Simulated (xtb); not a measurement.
1,1-dichlorobuta-1,2-diene (C₄H₄Cl₂), SMILES CC=C=C(Cl)Cl. All values are semi-empirical tight-binding results from xtb (GFN2-xTB unless named), good for trends rather than for accurate numbers. The structure is a stationary point at GFN2-xTB.

Optimised geometry:

```xyz
10

C     -3.1805     0.1222     0.2349
C     -1.9209     0.0629     1.0369
C     -0.7258     0.0243     0.5295
C      0.4529    -0.0167    -0.0050
Cl     1.2584    -1.5021    -0.4007
Cl     1.3768     1.4067    -0.3656
H     -3.7411     1.0179     0.4995
H     -2.9657     0.1342    -0.8298
H     -3.8022    -0.7415     0.4666
H     -2.0434     0.0534     2.1137
```

```json
{
  "point_group_as_xtb_finds_it": "Cs",
  "orbital_gap": "4.18 eV",
  "dipole_moment": "3.05 D",
  "zero_point_energy": "40.4 kcal/mol",
  "G − E(el) at 298.15 K (modified RRHO)": "19.8 kcal/mol",
  "static polarisability (D4 model)": "73.0 bohr³",
  "solvation energy, GFN2-xTB/ALPB(water)": "-2.7 kcal/mol",
  "solvation energy, GFN2-xTB/ALPB(octanol)": "-6.0 kcal/mol"
}
```

Computed atomic charges and the Wiberg bond orders between heavy atoms:
charges (e) C1 -0.10, C2 0.00, C3 -0.04, C4 0.16, Cl5 -0.13, Cl6 -0.13, H7 0.06, H8 0.06, H9 0.06, H10 0.07. Bond orders C1–C2 1.02, C2–C3 1.92, C3–C4 1.86, C4–Cl5 0.96, C4–Cl6 0.96.
